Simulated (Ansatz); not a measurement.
Reaction (ligand exchange at the In–Se bond): `[CH3][InH][SeH]` + CH₃OH → `C[O][InH][CH3]` + H₂Se

Computed with Ansatz on PBE0-D4/def2-TZVP structures; ΔE is electronic, products minus reactants. CCSD(T)/CBS adds triple-zeta CCSD(T) − MP2 to the extrapolated MP2 energy (def2 sets, frozen cores). This one scheme is used for every species. DFT in def2-TZVPP. Elements past krypton have def2 core potentials. For In, Se outer-core shells are correlated without core-valence functions, which leaves a few kJ/mol of doubt a bond. Scalar relativity is left out up to krypton. One conformer a species, not always the lowest.

```tsv
level	ΔE (eV)
BHLYP-D4	0.96
revPBE	0.89
r2SCAN	0.88
CCSD/def2-TZVPP	0.89
```

**Question.** What does CCSD(T)/CBS give? (An estimate is asked.)

**Answer.** Computed: +0.89 eV. The listed levels differ from it by 0.07, 0.00, -0.01, 0.00 eV.

Largest T1 diagnostic among the species: 0.015.

From PBE to PBE0 (25 % exact exchange), in def2-TZVPP and without D4, ΔE moves by +0.10 eV. Leaving LDA and LC-ωPBE aside and taking each functional with its dispersion term where it has one, the values, not all of them listed here, spread over 0.21 eV, from BLYP-D4 to PBE-QIDH. In def2-TZVPP, CCSD(T) changes the Hartree–Fock value by −0.17 eV (the triples alone add −0.03 eV) and MP2 by −0.13 eV.

CCSD(T)/CBS has its own doubt, a few kJ/mol and more with outer-core shells, so smaller differences from it don't rank the levels.
